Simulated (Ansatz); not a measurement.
B3H5N3, SMILES [B]1NBNBN1 (connectivity only; charge and spin as stated), charge +1, multiplicity 1.

Geometry optimised at B3LYP-D3(BJ)/def2-SVP. The multiplicity is an assumed one; no other spin state was optimised. The isomer is the one that the SMILES or the coordinates give; other isomers of the formula were not compared.

Two levels are set side by side: PBE/def2-SVPD (Ansatz, a first-principles code) and PBE0/def2-SVPD (Ansatz). Energy differences of separate SCF runs at the same geometry; the states with an electron removed or added have multiplicity 2 and 2. Differences are taken from unrounded values.

| quantity | PBE0 |
|---|---|
| vertical ionisation energy (eV) | 16.30 |
| vertical electron affinity (eV) | 5.56 |
| vertical singlet–triplet gap (eV) | 4.89 |

Question: What does PBE give, and how far is it from PBE0? (Estimate from the structure and the level; the computed values follow.)

Answer: 
```csv
quantity,PBE,PBE minus PBE0
vertical ionisation energy (eV),16.20,-0.10
vertical electron affinity (eV),5.54,-0.02
vertical singlet–triplet gap (eV),4.77,-0.12
```
